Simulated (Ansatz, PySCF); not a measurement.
Process, species as SMILES: CC(=O)[O][GeH3] → CC(=O)[O][GeH2] + H atom (the Ge-H bond at the site shown breaks; other sites are not compared here)
Each molecule is optimised on its own at B3LYP-D3(BJ)/def2-TZVP (Ansatz, a program for electronic structure), one conformer each, not searched for the lowest.

Wanted: bond dissociation energy (enthalpy at 298 K, with B3LYP-D3(BJ) rigid-rotor harmonic-oscillator terms from PySCF), in eV. Valence correlation only, unless marked. UHF or UKS for open shells. Spin-orbit coupling is left out. Frozen are the shells of the preceding noble gas and the d and f shells that filled before the atom's block. No relativistic terms. CBS(X,Y): correlation extrapolated as X^-3; Hartree-Fock from the larger set.

```json
[
 {"level": "HF/6-31G", "program": "Ansatz", "bond dissociation energy (eV)": "2.80"},
 {"level": "PBE-D4/def2-TZVPD", "program": "Ansatz + dftd4", "bond dissociation energy (eV)": "3.56"},
 {"level": "BLYP-D4/def2-TZVPD", "program": "Ansatz + dftd4", "bond dissociation energy (eV)": "3.61"},
 {"level": "revPBE-D3(BJ)/def2-TZVPD", "program": "Ansatz + dftd3", "bond dissociation energy (eV)": "3.51"}
]
```

Q: Predict the CCSD(T)/CBS(cc-pVTZ,cc-pVQZ) result (Ansatz).

A: 3.78 eV
